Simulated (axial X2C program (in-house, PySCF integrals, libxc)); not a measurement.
Bond lengths and stretching modes, held linear, of ClTeCl⁻

Computed with an in-house all-electron X2C program for linear molecules (integrals from PySCF): two-component X2C with atomic mean-field Coulomb and Gaunt terms, Gaussian nuclei, basis Cl dyall-av3z, Te dyall-v3z with contracted cores. Spin-free rows use the one-electron spin-free X2C Hamiltonian.

Masses Cl 34.969, Te 129.906, Cl 34.969 u. States: 2c Ω = 3/2 (beyond evenly filled blocks: ω = 3/2); spin-free M_S = 1/2, Λ = 1 (beyond evenly filled blocks: π+α, π+β, π-α).

PBE, 2c: energies above the lowest point

```
r(Cl–Te) (Å)  r(Te–Cl) (Å)  E (meV)
      2.5165        2.5165    74.84
      2.5165        2.5810    35.99
      2.5165        2.6455    24.53
      2.5810        2.5165    35.99
      2.5810        2.5810     4.60
      2.5810        2.6455     0.00
      2.5810        2.7101    15.85
      2.6455        2.5165    24.53
      2.6455        2.5810     0.00
      2.6455        2.6455     1.71
      2.7101        2.5810    15.85
      2.7101        2.7101    50.30
```

Problem. Fit a quadratic surface with cubic terms in each bond: where is the minimum, and what are the two stretching wavenumbers?

Solution. At PBE, 2c: bonds 2.617 and 2.617 Å; harmonic stretches 219.3 and 234.1 cm⁻¹; force constants 0.887, 0.887 and coupling 0.24 mdyn/Å.

The other levels and Hamiltonians give:

| Hamiltonian | level | r(Cl–Te) (Å) | r(Te–Cl) (Å) | lower stretch (cm⁻¹) | upper stretch (cm⁻¹) |
| --- | --- | --- | --- | --- | --- |
| 2c | PBE0 | 2.589 | 2.589 | 222.9 | 244.3 |
| 2c | HF | 2.633 | 2.633 | 172.7 | 241.7 |
| 2c | MP2 | 2.576 | 2.576 | 226.9 | 253.6 |
| spin-free | PBE0 | 2.580 | 2.580 | 224.8 | 248.2 |
| spin-free | HF | 2.622 | 2.622 | 175.0 | 247.4 |
| spin-free | PBE | 2.607 | 2.607 | 221.2 | 238.1 |
| spin-free | MP2 | 2.568 | 2.568 | 228.8 | 256.2 |

Each state is one determinant, the lowest of a limited PBE0 search; the stretches come from a fit to these few points and carry an uncertainty of a few per cent. Other orders of the atoms were not compared. The levels spread by more than a fifth, so the stretches depend strongly on the method. MP2 freezes inner shells (threshold -2 hartree). For an anion the highest level of a functional can be positive, and the basis then holds the extra electron. The molecule was held linear; bending was not examined, so a bent shape may lie lower. Note: functional without a current term on a determinant with orbital currents, of the molecule or an atom.
